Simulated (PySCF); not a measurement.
## Dipole moment and polarisability across levels of theory

Compound: C₂H₇GeN.
SMILES: `[GeH3]/[CH]=N\C`

PySCF, dipoles from the SCF density, polarisabilities from static response with core orbitals frozen. Geometry: PBE0-D3(BJ)/def2-SVP; no solvent, vibrations or thermal averaging. Relativistic effects, spin–orbit coupling among them, are left out although an element past zinc is present.

The anisotropy is √(½[(α1 − α2)² + (α2 − α3)² + (α3 − α1)²]).

```json
{"level": "LDA/def2-SVPD", "μ (D)": "1.002", "α (Å³)": "10.60", "anisotropy (Å³)": "4.55"}
{"level": "PBE/def2-SVPD", "μ (D)": "0.921", "α (Å³)": "10.37", "anisotropy (Å³)": "4.45"}
{"level": "B3LYP/def2-SVPD", "μ (D)": "1.040", "α (Å³)": "10.03", "anisotropy (Å³)": "4.13"}
{"level": "PBE0/def2-SVPD", "μ (D)": "1.053", "α (Å³)": "9.92", "anisotropy (Å³)": "4.06"}
{"level": "BHandHLYP/def2-SVPD", "μ (D)": "1.181", "α (Å³)": "9.61", "anisotropy (Å³)": "3.84"}
{"level": "CAM-B3LYP/def2-SVPD", "μ (D)": "1.158", "α (Å³)": "9.82", "anisotropy (Å³)": "3.90"}
{"level": "wB97X-D/def2-SVPD", "μ (D)": "1.149", "α (Å³)": "9.81", "anisotropy (Å³)": "3.86"}
{"level": "LC-wPBE/def2-SVPD", "μ (D)": "1.223", "α (Å³)": "9.53", "anisotropy (Å³)": "3.70"}
{"level": "HF/def2-SVPD", "μ (D)": "1.297", "α (Å³)": "9.23", "anisotropy (Å³)": "3.65"}
{"level": "PBE0/6-31G*", "μ (D)": "0.948", "α (Å³)": "8.14", "anisotropy (Å³)": "3.98"}
{"level": "PBE0/def2-SVP", "μ (D)": "1.007", "α (Å³)": "8.60", "anisotropy (Å³)": "3.85"}
{"level": "PBE0/aug-cc-pVDZ", "μ (D)": "1.047", "α (Å³)": "10.16", "anisotropy (Å³)": "4.16"}
{"level": "PBE0/def2-TZVP", "μ (D)": "0.993", "α (Å³)": "9.63", "anisotropy (Å³)": "4.10"}
{"level": "PBE0/def2-TZVPD", "μ (D)": "1.040", "α (Å³)": "10.10", "anisotropy (Å³)": "4.11"}
```

The dipole runs from 0.92 D (PBE/def2-SVPD) to 1.30 D (HF/def2-SVPD). No reference polarisability is at hand; against PBE0 in the largest diffuse basis at hand (def2-TZVPD) the other PBE0 rows deviate by 6-31G* -19%, def2-SVP -15%, def2-SVPD -2%, aug-cc-pVDZ +1%, def2-TZVP -5%. In one basis (def2-SVPD) the functionals order the polarisability from HF (lowest) to LDA (highest), a spread of 15%. With PBE0 the polarisability is 8.79 Å³ without diffuse functions (mean of 6-31G*, def2-SVP and def2-TZVP) and 10.06 Å³ with them (mean of def2-SVPD, aug-cc-pVDZ and def2-TZVPD).
